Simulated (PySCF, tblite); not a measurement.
Compound: C₂H₁₂O₂Si₄.
Geometry (GFN2-xTB, Å), atoms numbered from 1 in this order:
```
atom  x, y, z in Å
C1    -0.5911    2.2474   -0.8500
C2    -1.2802    1.1274   -0.6911
Si3   -0.5274   -0.6104   -0.6644
O4    -1.6705   -1.6310   -0.0995
Si5   -3.1013   -2.2018    0.3811
Si6    1.2624   -0.8932    0.7459
O7     2.4643    0.0579    0.1974
Si8    3.3691    1.2767   -0.3479
H9    -1.0542    3.2231   -0.8548
H10    0.4791    2.2366   -0.9866
H11   -2.3542    1.2018   -0.5514
H12   -0.3652   -1.0200   -2.0763
H13   -4.0297   -2.1369   -0.7469
H14   -2.8265   -3.5735    0.7995
H15   -3.5633   -1.3642    1.4880
H16    1.0717   -0.4907    2.1510
H17    1.8839   -2.2268    0.7704
H18    4.7560    0.8540   -0.1803
H19    3.0175    1.4721   -1.7559
H20    3.0546    2.4620    0.4494
```

Jobs on this species (20 atoms, 96 electrons) with PySCF (density fitting) and tblite. Hardware of each: one thread, Arm Neoverse V1 (aarch64) (shared host). Times come from a shared host and carry two figures at best.

| level and settings | work | basis functions | SCF cycles | wall time |
| --- | --- | --- | --- | --- |
| GFN2-xTB | L-BFGS relaxation | – | – | ? |
| GFN2-xTB | Hessian by finite differences | – | – | 1.2 s |
| PBE0/pcSseg-1 | shieldings, charges and field gradients, density and orbital grids written | 224 | 13 | 80 s |

Task: Fill in the missing figures.

Result: 
- GFN2-xTB; L-BFGS relaxation: 3.5 s

Task: What do all jobs in the table cost together?

Result: About 85 s; the longest takes about 94 % of that, and about 67 times as long as the shortest.
